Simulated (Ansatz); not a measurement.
C$_{6}$H$_{9}$ClO$_{6}$Si, SMILES `CC(=O)O[Si](Cl)(OC(C)=O)OC(C)=O`, relaxed with RKS PBE0-D4/def2-TZVP in Ansatz 0.2.0 from a PBE-D4/def2-SVP geometry. The force threshold is 0.005 eV/Å; the program also tests the step.

The species carries charge 0 and has multiplicity 1.

Start:

```xyz
23

C    -0.535    0.898   -3.698
C    -1.112    0.646   -2.331
O    -2.010    1.265   -1.804
O    -0.474   -0.405   -1.714
Si   -0.777   -0.891   -0.129
Cl   -2.326   -2.220   -0.092
O     0.668   -1.680    0.235
C     1.127   -1.884    1.515
C     2.495   -2.511    1.503
O     0.485   -1.575    2.495
O    -1.215    0.342    0.936
C    -0.355    1.394    1.116
C    -0.902    2.396    2.089
O     0.709    1.452    0.530
H    -1.092    1.709   -4.197
H    -0.573   -0.029   -4.303
H     0.534    1.174   -3.599
H     2.820   -2.722    2.536
H     3.210   -1.819    1.013
H     2.482   -3.440    0.901
H    -1.877    2.772    1.721
H    -1.091    1.899    3.062
H    -0.190    3.230    2.214
```

Question: By how much does the energy fall, and how many steps does the optimiser take? (Estimate.)

Answer: Computed: 0.21 eV, in 15 steps.

Question: Which bonds change most? (Best estimate.)

Answer: Computed: Si5–O11 from 1.687 to 1.642 Å; Si5–O7 from 1.686 to 1.646 Å; O4–Si5 from 1.686 to 1.646 Å; Si5–Cl6 from 2.042 to 2.013 Å.

Question: Give the relaxed structure. (Estimate.)

Answer: Ansatz gave: 
```xyz
23

C    -0.575    0.871   -3.691
C    -1.146    0.570   -2.347
O    -2.150    1.031   -1.886
O    -0.377   -0.314   -1.665
Si   -0.683   -0.805   -0.125
Cl   -2.216   -2.109   -0.084
O     0.735   -1.559    0.236
C     1.088   -1.951    1.485
C     2.456   -2.545    1.507
O     0.362   -1.813    2.427
O    -1.081    0.410    0.905
C    -0.279    1.479    1.124
C    -0.885    2.431    2.096
O     0.782    1.599    0.577
H    -1.219    1.570   -4.219
H    -0.470   -0.055   -4.260
H     0.425    1.293   -3.572
H     2.706   -2.861    2.516
H     3.176   -1.805    1.151
H     2.498   -3.393    0.820
H    -1.849    2.771    1.712
H    -1.076    1.911    3.037
H    -0.220    3.275    2.255
```
